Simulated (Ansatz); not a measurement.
Ansatz (a first-principles code) input (PBE/def2-TZVPD):

Ansatz 0.2 input:
```yaml
crystal:
  periodic: [false, false, false]
  atoms:
    - {symbol: O, position_ang: [-2.14244323, 0.35652740, 0.42178003]}
    - {symbol: C, position_ang: [-0.97085259, 0.16156113, 0.19113050]}
    - {symbol: B, position_ang: [0.41490841, -0.06904557, -0.08168248]}
    - {symbol: F, position_ang: [1.25785564, 0.89164680, -0.65122792]}
    - {symbol: F, position_ang: [1.06326873, -1.27790882, 0.19427116]}
basis:
  gaussian:
    orbitals: def2-TZVPD
hamiltonian:
  xc: {name: PBE}
total_charge: -1
output: {forces: true}
```

Output:

```
Functional definition: PBE
integrals: 0.09 GiB planned
917 factors; their error is unknown
mean field: 0.71 GiB planned
mean field evaluation 1: about -9187.8979 eV, gradient 3.7e1 eV
mean field evaluation 2: about -9163.4014 eV, gradient 8.9e1 eV
mean field evaluation 4: about -9190.7115 eV, gradient 1.4e1 eV
mean field evaluation 8: about -9191.0835 eV, gradient 2.0e-1 eV
mean field evaluation 16: about -9191.0763 eV, gradient 3.1e-3 eV
mean field evaluation 32: about -9188.3210 eV, gradient 2.9e-1 eV
mean field evaluation 64: about -9188.9830 eV, gradient 4.9e0 eV
mean field -9191.07625820 eV, -337.7658225537 hartree, gradient 2.9e-5 eV, S^2 0.000000; 6 other end points of the search recorded, 0 dependent functions left out
the calculation of the forces begins
reference -9191.07630890 eV, -337.7658244166 hartree; 19, 19 occupied and 175, 175 virtual orbitals, 917 factors
Total energy: -9191.07630890 eV, -337.7658244166 hartree
Atom 0 at    -2.142443     0.356527     0.421780 Å, force    -0.746988     0.124307     0.147059 eV/Å
Atom 1 at    -0.970853     0.161561     0.191131 Å, force     0.278158    -0.046289    -0.054761 eV/Å
Atom 2 at     0.414908    -0.069046    -0.081682 Å, force     0.078248    -0.013021    -0.015405 eV/Å
Atom 3 at     1.257856     0.891647    -0.651228 Å, force     0.224493     0.293086    -0.165330 eV/Å
Atom 4 at     1.063269    -1.277909     0.194271 Å, force     0.166090    -0.358083     0.088437 eV/Å
Dipole moment:     0.223097    -0.037126    -0.043921 e Å
```

It need not be the lowest isomer of its formula. Whether it binds its extra electron was not tested at this geometry.
